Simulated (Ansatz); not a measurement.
`[NH2][SbH2]`, relaxed with RKS PBE0-D4/def2-TZVP in the Gaussian-basis code of Ansatz from a PBE-D4/def2-SVP geometry. The force threshold is 0.005 eV/Å; the program also tests the step.

Charge 0, multiplicity 1. Sb: def2 effective core potential.

Start:

```xyz
6

N     0.705    0.805    0.294
Sb   -1.098    0.066   -0.472
H     1.301    0.038    0.637
H     1.226    1.244   -0.480
H    -0.595   -1.520   -1.034
H    -1.539   -0.634    1.055
```

Question: By how much does the energy fall, and how many steps does the optimiser take? (An estimate is asked.)

Answer: The calculation gave: 4.74 kJ/mol, in 9 steps, 1 of them rejected.

Question: Which bonds change most? (An estimate is asked.)

Answer: The calculation gave: N1–Sb2 from 2.094 to 2.036 Å; Sb2–H5 from 1.756 to 1.724 Å; Sb2–H6 from 1.736 to 1.710 Å; N1–H4 from 1.030 to 1.012 Å.

Question: Give the relaxed structure. (Estimate.)

Answer: Ansatz gave: 
```xyz
6

N     0.697    0.746    0.263
Sb   -1.074    0.055   -0.467
H     1.318    0.018    0.591
H     1.191    1.289   -0.433
H    -0.575   -1.509   -0.992
H    -1.558   -0.599    1.038
```
